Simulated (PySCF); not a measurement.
**Electron correlation in O²⁺ (oxygen, charge +2)**

[He] 2s2 2p2, high-spin 3P determinant. Computed with PySCF 2.14 in aug-cc-pVTZ-DK (5s4p3d2f, 46 functions), with scalar relativity by spin-free X2C-1e. Frozen: 1s2; 4 electrons correlated.

MP2 pair energies summed by pair of shells (mhartree):

| pair | energy | share (%) |
| --- | --- | --- |
| 2s-2p | -45.68 | 60.7 |
| 2s-2s | -22.03 | 29.3 |
| 2p-2p | -7.59 | 10.1 |

Total MP2 correlation energy: -75.30 mhartree.

Same-spin part -13.09 and opposite-spin part -62.20 mhartree; SCS-MP2 scales them by 1/3 and 6/5 to -79.01 mhartree.
